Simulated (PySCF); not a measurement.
# Solvent effects on NMR parameters

Numbering as in the mapped SMILES `[CH2:1]=[CH:2][B:3]1[CH:4]=[CH:5][BH:6][CH:7]=[CH:8]1`. Hydrogens are named by the atom that carries them. Ha(C1) is cis to B3; Hb(C1) is trans to B3.

GIAO PBE0/pcSseg-1 in PySCF 2.14 on one PBE0-D3(BJ)/def2-SVP conformer, non-relativistic, equivalent nuclei averaged. Solvents enter as an IEF-PCM continuum (benzene with ε = 2.3, dichloromethane with ε = 8.9) around the gas-phase geometry. Shifts are referred to TMS, BF3·OEt2 computed in the same medium.

Gas phase, δ in ppm: C4/C8 165.2, C5/C7 163.2, C1 159.0, C2 153.5, B6 60.4, B3 47.2, H(C5)/H(C7) 7.62, H(C4)/H(C8) 7.52, Ha(C1) 7.23, H(C2) 7.13, Hb(C1) 7.05, H(B6) 6.26. Dipole moment 1.71 D.

Question: How does each δ change in the continuum?

Answer: 
```tsv
atoms	environment	Δδ, benzene	Δδ, dichloromethane
C4/C8	alkene CH	+1.3	+2.5
C5/C7	alkene CH	+0.1	+0.2
C1	terminal =CH2 carbon	+2.7	+5.3
C2	alkene CH	+0.1	+0.2
B6	boron bonded to 2 C, H, in a 6-membered ring	0.0	0.0
B3	boron bonded to 3 C, in a 6-membered ring	+0.3	+0.6
H(C5)/H(C7)	hydrogen on an alkene CH	+0.03	+0.05
H(C4)/H(C8)	hydrogen on an alkene CH	+0.10	+0.21
Ha(C1)	hydrogen on a terminal =CH2 carbon	+0.13	+0.26
H(C2)	hydrogen on an alkene CH	+0.05	+0.10
Hb(C1)	hydrogen on a terminal =CH2 carbon	+0.16	+0.30
H(B6)	hydrogen on a boron bonded to 2 C, in a 6-membered ring	-0.05	-0.10
```

Changes are relative to the gas phase. The dipole moment becomes 2.00 D in benzene, 2.28 D in dichloromethane.

Question: Which of the listed nuclei move most (in ppm), and what does the model miss?

Answer: C1 (terminal =CH2 carbon, +5.3 ppm) in dichloromethane. A continuum only polarises the solute; specific hydrogen bonds, the anisotropy of aromatic solvents and changes of geometry or conformer are outside it.
